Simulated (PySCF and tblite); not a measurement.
C9H13F2N, numbered as in [CH3:1][CH:2]([CH3:3])[c:4]1[c:5]([CH:6]([F:7])[F:8])[cH:9][cH:10][n:11]1[CH3:12].

Level: PBE0-D3(BJ)/6-31G*//GFN2-xTB, thermal terms from GFN2-xTB, symmetry numbers and mirror pairs counted. Conformers within 2.5 kcal/mol (GFN2-xTB free energy) were kept, 4 at most. GIAO shieldings: PBE0/6-31G*. Shifts are against TMS (¹H), TMS (¹³C), CFCl3 (¹⁹F), NH3 (¹⁵N) at the same level. Programs: PySCF with density fitting and tblite.

List the conformer-averaged shifts at 298.15 K.

¹H: 7.01 (H6, 1H), 6.09 (H10, 1H), 6.00 (H9, 1H), 3.58 (H12, 3H), 3.17 (H2, 1H), 1.43 (H1/H3, 6H) ppm. ¹³C: 128.2 (C4), 113.7 (C6), 112.4 (C5), 112.2 (C10), 103.8 (C9), 35.1 (C12), 28.4 (C2), 22.9 (C1/C3) ppm. ¹⁹F: -121.1 (F7/F8) ppm. ¹⁵N: 145.2 (N11) ppm.

How do the conformers differ?

Torsions listed: C1–C2–C4–N11, C4–C5–C6–F7. Of a mirror pair one member is shown.
```csv
conformer,shape,weight %
1,"96°, 49°",46.3
2,"94°, 176°",31.4
3,"-74°, 60°",13.0
4,"125°, -152°",9.3
```

| signal | 1 | 2 | 3 | 4 | average |
| --- | --- | --- | --- | --- | --- |
| H1/H3 | 1.47 | 1.39 | 1.39 | 1.40 | 1.43 |
| H2 | 3.07 | 3.04 | 3.94 | 3.06 | 3.17 |
| H6 | 6.83 | 7.29 | 6.75 | 7.32 | 7.01 |
| H9 | 5.87 | 6.17 | 5.80 | 6.34 | 6.00 |
| H10 | 6.08 | 6.09 | 6.08 | 6.10 | 6.09 |
| H12 | 3.57 | 3.55 | 3.70 | 3.55 | 3.58 |
| C1/C3 | 23.2 | 22.3 | 22.0 | 24.4 | 22.9 |
| C2 | 28.5 | 28.4 | 27.9 | 28.1 | 28.4 |
| C4 | 129.4 | 126.8 | 128.3 | 127.0 | 128.2 |
| C5 | 111.3 | 113.1 | 113.5 | 113.5 | 112.4 |
| C6 | 114.2 | 113.2 | 114.1 | 111.8 | 113.7 |
| C9 | 104.8 | 102.7 | 103.7 | 103.1 | 103.8 |
| C10 | 111.9 | 112.1 | 113.5 | 112.8 | 112.2 |
| C12 | 34.9 | 34.8 | 36.7 | 34.9 | 35.1 |
| F7/F8 | -114.5 | -130.8 | -119.2 | -123.9 | -121.1 |
| N11 | 146.2 | 144.2 | 146.5 | 141.9 | 145.2 |

Which signal moves most, for its nucleus, between 250 and 350 K through the change of populations alone?

H2: 3.15 ppm at 250 K, 3.17 ppm at 298.15 K, 3.19 ppm at 350 K.

The minima are those of GFN2-xTB; planar forms about aryl–S or allylic bonds may be saddles in DFT. Unscaled ¹⁹F and ¹⁵N shifts at such levels can be off by tens of ppm; differences between conformers or isomers are more reliable. Shifts are unscaled: against experiment ¹³C can be off by 15 ppm or more and ¹H by 0.8 ppm. For its torsions the set is small; conformers may be missing.


¹⁵N shifts are against a computed isolated NH3 molecule, about 20 ppm from the liquid.

Conformer gaps in 6-31G* on xTB geometries can be 2 kcal/mol off for S=O, P=O and other polar bonds.